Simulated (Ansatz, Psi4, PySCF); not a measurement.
C3H5, charge -1, singlet, geometry from GFN2-xTB. Base run: CCSD(T)/6-31G* (PySCF).

The PySCF input:
```python
from pyscf import gto, scf, cc

mol = gto.Mole()
mol.atom = '''
    C    -0.010751    0.960170    0.093412
    C     0.755777   -0.344508    0.026624
    C    -0.748251   -0.360884    0.021847
    H    -0.012597    1.431798   -0.941996
    H     1.255392   -0.743614   -0.876342
    H     1.261661   -0.709388    0.929634
    H    -1.251796   -0.736753    0.921650
    H    -1.233312   -0.770710   -0.884248
'''
mol.basis = '6-31g*'
mol.charge = -1
mol.spin = 0
mol.verbose = 4
mol.build()

mf = scf.RHF(mol)
mf.kernel()

mycc = cc.CCSD(mf)
mycc.kernel()
et = mycc.ccsd_t()
print('E(CCSD(T)) = %.10f' % (mycc.e_tot + et))
```

The same geometry, method and basis name were run in Ansatz (a first-principles code) and Psi4 and PySCF, at each program's defaults and at the settings that a row names. The base is PySCF at its defaults. Differences at the defaults can come from grids, fitting, cores and function types together.

```csv
code and settings,ΔE vs base (mEh),basis functions,E (Eh),SCF cycles
"PySCF, defaults (exact integrals, spherical functions, all electrons correlated)",0.000,52,-116.79319,10
"Psi4, defaults (exact integrals, Cartesian functions, all electrons correlated)",___,55,___,11
"Ansatz, defaults (factorised integrals, Cartesian functions, frozen core)",2.779,55,-116.79041,-
"PySCF, frozen core",6.716,52,-116.78647,10
"Psi4, exact integrals, spherical functions, frozen core",6.716,52,-116.78647,11
"Ansatz, high accuracy, frozen core, Cartesian functions as the basis file defines them",2.776,55,-116.79041,-
```

**Question.** What belongs in the gaps?

**Answer.** 
- Psi4, defaults (exact integrals, Cartesian functions, all electrons correlated), ΔE vs base (mEh): -11.080
- Psi4, defaults (exact integrals, Cartesian functions, all electrons correlated), E (Eh): -116.80427
